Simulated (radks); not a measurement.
Task: Species: Pd3+. Configuration: [Kr] 4d7. Calculated with a radial shooting solver on a logarithmic mesh with Libxc functionals: scalar-relativistic Kohn-Sham, Wu-Cohen GGA, spin-polarised, spherical densities, point nucleus; open shells are filled with parallel spins first (spin-orbit coupling, left out, can overturn this in heavy ions). Some entries of the table are withheld. Estimate them.

orbital  occ.  eigenvalue (hartree)  r(max) (bohr)  <r> (bohr)
1s down     1             -889.4916        0.02066     0.03186
1s up       1             -889.4916        0.02066     0.03186
2s up       1             -131.1882         0.1168      0.1384
2s down     1             -131.1673         0.1168      0.1384
2p up       3             -117.7998        0.09339      0.1206
2p down     3             -117.7838        0.09338      0.1206
3s up       1             -24.89892         0.3418      0.3795
3s down     1             -24.88724         0.3419      0.3794
3p up       3             -20.49911         0.3349      0.3788
3p down     3             -20.48608         0.3350      0.3788
3d up       5             -13.50494         0.2821      0.3577
3d down     5             -13.48570         0.2823      0.3576
4s up       1              -4.66897         0.8495      0.9384
4s down     1              -4.58322         0.8476      0.9366
4p up       3              -3.39836         0.9059       1.024
4p down     3              -3.30928         0.9036       1.023
4d up       5              -1.56863          1.058         (1)
4d down     2              -1.48030          1.057         (2)
5s up       0              -1.14032          2.127       2.365
5s down     0              -1.09181          2.164       2.414
5p up       0              -0.86133          2.476         (3)
5p down     0              -0.82533          2.542         (4)

Result: 
(1) 4d up <r> (bohr): 1.300
(2) 4d down <r> (bohr): 1.310
(3) 5p up <r> (bohr): 2.760
(4) 5p down <r> (bohr): 2.827
